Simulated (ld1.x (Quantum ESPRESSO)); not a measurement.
indium: one change to an ultrasoft potential, before and after

In (Z = 49), ultrasoft, made with ld1.x (Quantum ESPRESSO) 7.5 (PW91, scalar-relativistic). Core [Kr], reference 4d10 5s2 5p1. Waves: 5s (bound): rcut 1.90, rcutus 2.10 bohr; 5s channel at 1.8 Ry: rcut 1.90, rcutus 2.10 bohr; 5p (bound): rcut 2.55, rcutus 3.25 bohr; 5p channel at 0.35 Ry: rcut 2.55, rcutus 3.25 bohr; 4d (bound): rcut 1.65, rcutus 1.95 bohr; 4d channel at 0.25 Ry: rcut 1.65, rcutus 1.95 bohr. Local part: all-electron potential smoothed inside 2.10 bohr (lloc = -1). Core correction: Bessel-smoothed model core inside 1.10 bohr. Augmentation charge: PSQ, radius 1.65 bohr.

All-electron outer shells of the reference configuration (PW91, scalar-relativistic, ld1.x):

```csv
shell,level (eV),outermost node (bohr),outermost maximum (bohr)
4s,-119.70,0.41,0.77
4p,-78.17,0.42,0.82
4d,-18.67,0.40,0.94
5s,-8.29,1.02,2.16
5p,-2.56,1.14,2.85
```

Change: wave 5s channel at 1.8 Ry: rcut 1.90, rcutus 2.10 bohr becomes 5s channel at 4.28 Ry: rcut 1.90, rcutus 2.10 bohr.

Cutoffs: the cutoffs (Ry, on a coarse ladder) from which the occupation-weighted sum of valence levels, in a spherical-Bessel basis at the reference potential, stays within 10 and 1 mRy of its value at 400 Ry; they do not see the model core or the augmentation charge, which bear on the density cutoff. Errors are all-electron minus pseudo energies relative to the spin-unpolarised reference configuration.

**Question.** How do hardness, ghosts and transferability respond?

**Answer.** The potential gets neither clearly harder nor softer (30 Ry and 50 Ry → 30 Ry and 50 Ry); the d channel sets the loose cutoff, while the largest relative change is in s, which becomes harder; the errors of the 7 common tests hardly move; neither file shows a bound ghost.

```tsv
quantity	base	changed
cutoff, loose	30 Ry	30 Ry
cutoff, tight	50 Ry	50 Ry
loose cutoff by channel (10 mRy a level)	s 6 Ry, p 6 Ry, d 25 Ry	s 8 Ry, p 6 Ry, d 25 Ry
bound ghosts	none	none
error for 4d10 5s2 5p0, meV [ΔE 5.42 eV]	-1.3	-1.3
error for 4d10 5s1 5p0, meV [ΔE 24.74 eV]	-7.6	-7.4
error for 4d10 5s0 5p0, meV [ΔE 53.16 eV]	-25	-25
error for 4d10 5s2 5p0.5, meV [ΔE 1.96 eV]	-0.5	-0.5
error for 4d10 5s1 5p2, meV [ΔE 5.87 eV]	-1.2	-1.2
error for 4d10 5s1 5p1, meV [ΔE 12.04 eV]	-2.8	-2.7
error for 4d10 5s0 5p3, meV [ΔE 12.01 eV]	-2.7	-2.7
s: phases at 3.54 bohr within 0.05 rad from the reference energy up to (Ry; the scan ends near 5)	4.2	to the end of the scan
p: phases at 3.54 bohr within 0.05 rad from the reference energy up to (Ry; the scan ends near 5)	1.9	1.9
d: phases at 3.54 bohr within 0.05 rad from the reference energy up to (Ry; the scan ends near 5)	3.7	3.7
lowest overlap eigenvalue by channel	s 0.46, p 0.55, d 0.15	s 0.72, p 0.55, d 0.15
```
